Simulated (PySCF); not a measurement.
**The second ionisation energy along the 5p block**

Calculated with PySCF 2.14 from differences of total energies of unrestricted determinants, without spin-orbit coupling. Values in eV. The last column holds reference values (NIST; (s) semi-empirical, (t) theoretical, else measured). Unmarked ones compare directly (S terms, centres of terms, or small fine structure); those marked * lie between the lowest fine-structure levels and include a spin-orbit shift.

```tsv
element	configurations	UHF	MP2 (valence)	SCS-MP2 (valence)	CCSD (valence)	CCSD(T) (valence)	reference
In (cc-pVDZ-PP with ECP28MDF, ECP)	[Kr] 4d10 5s2 → [Kr] 4d10 5s1	17.011	17.575	17.688	17.869	17.869	18.870
Sn (cc-pVDZ-PP with ECP28MDF, ECP)	[Kr] 4d10 5s2 5p1 → [Kr] 4d10 5s2	13.716	13.847	13.829	13.913	13.923	14.282
Sb (cc-pVDZ-PP with ECP28MDF, ECP)	[Kr] 4d10 5s2 5p2 → [Kr] 4d10 5s2 5p1	16.002	16.221	16.167	16.249	16.254	16.626 ± 0.025 *
Te (cc-pVDZ-PP with ECP28MDF, ECP)	[Kr] 4d10 5s2 5p3 → [Kr] 4d10 5s2 5p2	18.365	18.663	18.561	18.626	18.628	18.6 ± 0.4 *
I (cc-pVDZ-PP with ECP28MDF, ECP)	[Kr] 4d10 5s2 5p4 → [Kr] 4d10 5s2 5p3	17.634	17.993	18.001	18.019	18.025	18.750
Xe (cc-pVDZ-PP with ECP28MDF, ECP)	[Kr] 4d10 5s2 5p5 → [Kr] 4d10 5s2 5p4	20.150	20.631	20.606	20.604	20.606	20.975 (s) *
```

```csv
method,elements,mean error (eV),mean absolute error (eV),largest error (eV)
UHF,3,-1.180,1.180,-1.859
MP2 (valence),3,-0.829,0.829,-1.296
SCS-MP2 (valence),3,-0.795,0.795,-1.183
CCSD (valence),3,-0.700,0.700,-1.002
CCSD(T) (valence),3,-0.695,0.695,-1.002
```

Errors include the incompleteness of the basis and the frozen core.

"Valence" correlates the outer s and p shells and, in groups 3 to 12 and the f block, the outer d or f shell, open or full, or the next shell where the ion has no valence electron left; the wider scheme adds the next inner shell.
